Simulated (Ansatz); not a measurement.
System (SMILES): F[C]Cl (closed-shell singlet).
Geometry (B3LYP-D3(BJ)/def2-TZVP, fixed):
```xyz
3

F     -1.4677    -0.2909     0.0321
C     -0.5979     0.6705    -0.0192
Cl     0.9880    -0.0826    -0.0102
```
Charge 0, spin multiplicity 1.

Basis-set convergence of the dipole moment at HF with Ansatz (a quantum-chemistry and plane-wave program). Dipoles come from the density behind the forces; the sign is taken along the dipole that this method gives in the largest set. Cartesian d functions, on some or all atoms, in 6-31G**, 6-311+G**; all else is spherical. The program fits the integrals of some runs and decomposes those of others, by size. A restricted Hartree-Fock determinant is unstable towards unrestricted orbitals. No added dispersion term, no relativity. Reference: the value in aug-pcseg-3, 0.513 D, itself unsure by roughly 0.007 D (its mean distance from aug-cc-pV(Q+d)Z, def2-QZVPPD). Deviations are taken from unrounded values.

| basis | functions | dipole moment (D) | minus reference (D) |
|---|---|---|---|
| pcseg-1 | 46 | 0.372 | -0.141 |
| 6-31G** | 49 | 0.433 | -0.080 |
| aug-pcseg-1 | 73 | 0.485 | -0.028 |
| 6-311+G** | 75 | 0.455 | -0.058 |
| 6-311++G(2d,2p) | 89 | 0.536 | 0.023 |
| cc-pV(T+d)Z | 99 | 0.492 | -0.021 |
| 6-311++G(3df,3pd) | 125 | 0.517 | 0.004 |
| jun-cc-pV(T+d)Z | 126 | 0.505 | -0.008 |
| def2-QZVPPD | 208 | 0.507 | -0.006 |
